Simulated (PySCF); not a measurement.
## Spinor energies of Hg (mercury, neutral)

Start: [Xe] 4f14 5d10 6s2. Calculated with PySCF 2.14 in x2c-QZVPPall-2c: generalised Hartree-Fock with the X2C-1e Hamiltonian and a Gaussian nucleus; one run each with spin-orbit coupling (SO) switched off, then screened by Boettger's factors.

```json
{"spinor shell": "1s1/2", "electrons": "2", "ε, spin-free (eV)": "-83572.1", "ε, screened SO (eV)": "-83538.9", "weight of nominal j (screened SO)": "1.000", "rms radius, screened SO (bohr)": "0.0187"}
{"spinor shell": "2s1/2", "electrons": "2", "ε, spin-free (eV)": "-14966.7", "ε, screened SO (eV)": "-14956.3", "weight of nominal j (screened SO)": "1.000", "rms radius, screened SO (bohr)": "0.0755"}
{"spinor shell": "2p1/2", "electrons": "2", "ε, spin-free (eV)": "-12920.4", "ε, screened SO (eV)": "-14326.3", "weight of nominal j (screened SO)": "1.000", "rms radius, screened SO (bohr)": "0.0639"}
{"spinor shell": "2p3/2", "electrons": "4", "ε, spin-free (eV)": "-12920.4", "ε, screened SO (eV)": "-12372.6", "weight of nominal j (screened SO)": "1.000", "rms radius, screened SO (bohr)": "0.0720"}
{"spinor shell": "3s1/2", "electrons": "2", "ε, spin-free (eV)": "-3621.8", "ε, screened SO (eV)": "-3618.6", "weight of nominal j (screened SO)": "1.000", "rms radius, screened SO (bohr)": "0.193"}
{"spinor shell": "3p1/2", "electrons": "2", "ε, spin-free (eV)": "-3021.2", "ε, screened SO (eV)": "-3335.7", "weight of nominal j (screened SO)": "1.000", "rms radius, screened SO (bohr)": "0.184"}
{"spinor shell": "3p3/2", "electrons": "4", "ε, spin-free (eV)": "-3021.2", "ε, screened SO (eV)": "-2896.4", "weight of nominal j (screened SO)": "1.000", "rms radius, screened SO (bohr)": "0.201"}
{"spinor shell": "3d3/2", "electrons": "4", "ε, spin-free (eV)": "-2378.6", "ε, screened SO (eV)": "-2433.6", "weight of nominal j (screened SO)": "1.000", "rms radius, screened SO (bohr)": "0.176"}
{"spinor shell": "3d5/2", "electrons": "6", "ε, spin-free (eV)": "-2378.6", "ε, screened SO (eV)": "-2339.7", "weight of nominal j (screened SO)": "1.000", "rms radius, screened SO (bohr)": "0.180"}
{"spinor shell": "4s1/2", "electrons": "2", "ε, spin-free (eV)": "-834.07", "ε, screened SO (eV)": "-833.15", "weight of nominal j (screened SO)": "1.000", "rms radius, screened SO (bohr)": "0.424"}
{"spinor shell": "4p1/2", "electrons": "2", "ε, spin-free (eV)": "-633.74", "ε, screened SO (eV)": "-710.69", "weight of nominal j (screened SO)": "1.000", "rms radius, screened SO (bohr)": "0.429"}
{"spinor shell": "4p3/2", "electrons": "4", "ε, spin-free (eV)": "-633.74", "ε, screened SO (eV)": "-603.12", "weight of nominal j (screened SO)": "1.000", "rms radius, screened SO (bohr)": "0.463"}
{"spinor shell": "4d3/2", "electrons": "4", "ε, spin-free (eV)": "-390.75", "ε, screened SO (eV)": "-402.83", "weight of nominal j (screened SO)": "1.000", "rms radius, screened SO (bohr)": "0.475"}
{"spinor shell": "4d5/2", "electrons": "6", "ε, spin-free (eV)": "-390.75", "ε, screened SO (eV)": "-382.17", "weight of nominal j (screened SO)": "1.000", "rms radius, screened SO (bohr)": "0.486"}
{"spinor shell": "5s1/2", "electrons": "2", "ε, spin-free (eV)": "-138.85", "ε, screened SO (eV)": "-138.73", "weight of nominal j (screened SO)": "1.000", "rms radius, screened SO (bohr)": "0.970"}
{"spinor shell": "4f5/2", "electrons": "6", "ε, spin-free (eV)": "-119.63", "ε, screened SO (eV)": "-121.82", "weight of nominal j (screened SO)": "1.000", "rms radius, screened SO (bohr)": "0.523"}
{"spinor shell": "4f7/2", "electrons": "8", "ε, spin-free (eV)": "-119.63", "ε, screened SO (eV)": "-117.39", "weight of nominal j (screened SO)": "1.000", "rms radius, screened SO (bohr)": "0.529"}
{"spinor shell": "5p1/2", "electrons": "2", "ε, spin-free (eV)": "-82.572", "ε, screened SO (eV)": "-96.291", "weight of nominal j (screened SO)": "1.000", "rms radius, screened SO (bohr)": "1.05"}
{"spinor shell": "5p3/2", "electrons": "4", "ε, spin-free (eV)": "-82.572", "ε, screened SO (eV)": "-77.241", "weight of nominal j (screened SO)": "1.000", "rms radius, screened SO (bohr)": "1.15"}
{"spinor shell": "5d3/2", "electrons": "4", "ε, spin-free (eV)": "-16.467", "ε, screened SO (eV)": "-17.755", "weight of nominal j (screened SO)": "1.000", "rms radius, screened SO (bohr)": "1.55"}
{"spinor shell": "5d5/2", "electrons": "6", "ε, spin-free (eV)": "-16.467", "ε, screened SO (eV)": "-15.625", "weight of nominal j (screened SO)": "1.000", "rms radius, screened SO (bohr)": "1.63"}
{"spinor shell": "6s1/2", "electrons": "2", "ε, spin-free (eV)": "-8.891", "ε, screened SO (eV)": "-8.917", "weight of nominal j (screened SO)": "1.000", "rms radius, screened SO (bohr)": "3.06"}
```

| quantity | spin-free | screened SO |
| --- | --- | --- |
| E (hartree) | -19607.85081 | -19640.05213 |
| M_J | 0 | 0 |
| ⟨J²⟩ | 0.000 | 0.000 |
| ⟨L²⟩ | 0.000 | 0.191 |
| ⟨S²⟩ | 0.000 | 0.191 |

Breit and QED terms are absent; they matter most for the inner s and p1/2 levels.

Densities and radii are taken from the X2C orbitals without a picture-change correction, which distorts them close to the nucleus.

Without spin-orbit coupling the j labels of p, d and f shells carry no meaning; the spin-free column gives the mean over the occupied spinors of each nl shell.
